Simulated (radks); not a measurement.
The numbers below are computed, except where a source is named.
The lutetium ion Lu+, 70 electrons, occupied as [Xe] 4f14 6s2. Code: a radial shooting solver on a logarithmic mesh with Libxc functionals. Model: scalar-relativistic Kohn-Sham, LDA (Slater exchange, Perdew-Wang correlation), spin-polarised, spherical densities, finite nucleus; Fermi nuclear charge, rms radius 5.37 fm.

Normalised radial functions P(r) = r R(r), r in bohr:

| r | 5s | 4f | 6s |
|---|---|---|---|
| 0.001118 | 0.0607 | 0.0000 | 0.0203 |
| 0.001763 | 0.0851 | 0.0000 | 0.0284 |
| 0.002782 | 0.1154 | 0.0000 | 0.0385 |
| 0.004389 | 0.1482 | 0.0000 | 0.0495 |
| 0.006925 | 0.1727 | 0.0000 | 0.0577 |
| 0.01101 | 0.1654 | 0.0001 | 0.0552 |
| 0.01738 | 0.0918 | 0.0005 | 0.0306 |
| 0.02742 | -0.0679 | 0.0023 | -0.0227 |
| 0.04326 | -0.2453 | 0.0109 | -0.0819 |
| 0.06825 | -0.2207 | 0.0455 | -0.0735 |
| 0.1077 | 0.1541 | 0.1587 | 0.0519 |
| 0.1699 | 0.3856 | 0.4354 | 0.1279 |
| 0.2681 | -0.1944 | 0.8713 | -0.0681 |
| 0.4229 | -0.5409 | 1.1804 | -0.1728 |
| 0.6673 | 0.4352 | 1.0575 | 0.1670 |
| 1.061 | 1.0930 | 0.6501 | 0.2693 |
| 1.674 | 0.5922 | 0.2873 | -0.2346 |
| 2.642 | 0.1066 | 0.0871 | -0.6344 |
| 4.168 | 0.0048 | 0.0154 | -0.4505 |
| 6.576 | 0.0000 | 0.0010 | -0.1078 |
| 10.38 | 0.0000 | 0.0000 | -0.0061 |

5s: eigenvalue -70.192 eV, 4 radial nodes at r = 0.0232, 0.0922, 0.240, 0.567 bohr, <r> = 1.17 bohr, 90 % of the charge inside 1.69 bohr. 4f: eigenvalue -18.774 eV, 0 radial nodes, <r> = 0.721 bohr, 90 % of the charge inside 1.24 bohr. 6s: eigenvalue -11.286 eV, 5 radial nodes at r = 0.0231, 0.0921, 0.239, 0.553, 1.40 bohr, <r> = 3.24 bohr, 90 % of the charge inside 4.70 bohr.
